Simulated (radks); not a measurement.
The numbers below are computed, except where a source is named.
Problem. The nitrogen anion N3-, [Ne], held by a Watson sphere: a shell of charge +3 at radius R that stands for the Madelung well of a crystal (potential energy -3/R inside, -3/r outside, in hartree with lengths in bohr). Level of theory: non-relativistic Kohn-Sham, PBE, spin-polarised, spherical densities, point nucleus (a radial shooting solver on a logarithmic mesh with Libxc functionals). Response by self-consistent Sternheimer equations with the Hartree and adiabatic LDA kernel. The sphere does not respond.

R (bohr)  e(1s) (eV)  e(2s) (eV)  e(2p) (eV)  <r> 2p (bohr)  sum of <r^2> (bohr^2)  X-ray form factor at sin(theta)/lambda = 0.3 1/angstrom  alpha (bohr^3)
2.06         -377.72     -18.178      -7.288          1.776                  29.79                                                    3.253           22.21
2.78         -378.42     -15.522      -5.268          2.069                  40.10                                                    3.136           50.00
3.03         -378.48     -14.913      -4.748          2.169                  44.07                                                    3.136           65.38
3.18         -378.49     -14.610      -4.475          2.230                  46.56                                                    3.139           76.46
3.9          -378.47     -13.630      -3.482          2.518                  59.89                                                    3.161           153.7

Estimate the row for R = 2.5 bohr.

Solution. e(1s) (eV) -378.27; e(2s) (eV) -16.380; e(2p) (eV) -5.956; <r> 2p (bohr) 1.956; sum of <r^2> (bohr^2) 35.92; X-ray form factor at sin(theta)/lambda = 0.3 1/angstrom 3.152; alpha (bohr^3) 36.68.
